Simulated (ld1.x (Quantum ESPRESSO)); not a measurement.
## Logarithmic derivatives: tantalum, PAW

| Property | Result |
| --- | --- |
| Element | Ta |
| Generator | ld1.x (Quantum ESPRESSO) 7.5 |
| Type | PAW |
| Functional | LDA (PZ) |
| Relativity | scalar-relativistic |
| Frozen core | [Kr] 4d10 4f14 |
| Valence charge | 13 |
| Reference configuration | 5s2 5p6 5d3 6s1 6p0 (charge +1) |
| Partial waves | 5s (bound): rcut 1.60, rcutus 1.90 bohr; 6s (bound): rcut 1.60, rcutus 1.90 bohr; 5p (bound): rcut 2.25, rcutus 2.60 bohr; 6p (bound, empty): rcut 2.25, rcutus 2.60 bohr; 5d (bound): rcut 1.45, rcutus 2.00 bohr; 5d channel at -0.3 Ry: rcut 1.45, rcutus 2.00 bohr |
| Local potential | all-electron potential smoothed inside 1.75 bohr (lloc = -2) |
| Core correction | Bessel-smoothed model core inside 1.05 bohr |
| Augmentation charge | BESSEL, radius 1.40 bohr |

The phase is arctan(r·u′/u) with u = r·R(r), unwrapped; energies in Ry, scanned from -8 to 5 Ry. A pole is an energy at which the radial function vanishes at the test radius. The pseudo phase is shifted by a multiple of π to meet the all-electron one at the reference energy, and phase errors are pseudo minus all-electron; the curves can meet again beyond the range given. Levels narrower than the energy grid can be missing from the lists of poles.

| channel | radius (bohr) | reference energy (Ry) | poles, all-electron | poles, pseudo | unbroken range about the reference energy with phases within 0.05 rad | phase error 1 Ry above the reference energy (rad) |
| --- | --- | --- | --- | --- | --- | --- |
| s | 2.87 | -0.88 | -5.89, 1.03 | -5.89, 1.02 | below 3.8 | -0.000 |
| p | 2.87 | -0.50 | -3.38, 2.47 | -3.38, 1.99 | below 2.0 | -0.025 |
| d | 2.87 | -0.79 | -0.31 | -0.31 | the whole range | -0.000 |

Phases in the s channel:

```
E (Ry)  all-electron  pseudo
 -8.00         1.433   1.433
 -7.52         1.427   1.427
 -7.04         1.421   1.421
 -6.56         1.411   1.411
 -6.08         1.387   1.387
 -5.60        -1.731  -1.731
 -5.12        -1.749  -1.749
 -4.64        -1.764  -1.764
 -4.16        -1.781  -1.781
 -3.68        -1.803  -1.803
 -3.20        -1.834  -1.834
 -2.72        -1.878  -1.878
 -2.24        -1.952  -1.952
 -1.76        -2.098  -2.098
 -1.28        -2.504  -2.504
 -0.80        -3.671  -3.671
 -0.32        -4.347  -4.348
  0.16        -4.560  -4.560
  0.64        -4.660  -4.660
  1.12        -4.723  -4.724
  1.60        -4.772  -4.774
  2.08        -4.818  -4.820
  2.56        -4.869  -4.873
  3.04        -4.937  -4.945
  3.52        -5.047  -5.068
  4.00        -5.290  -5.362
  4.48        -6.058  -6.327
  4.96        -7.132  -7.266
```
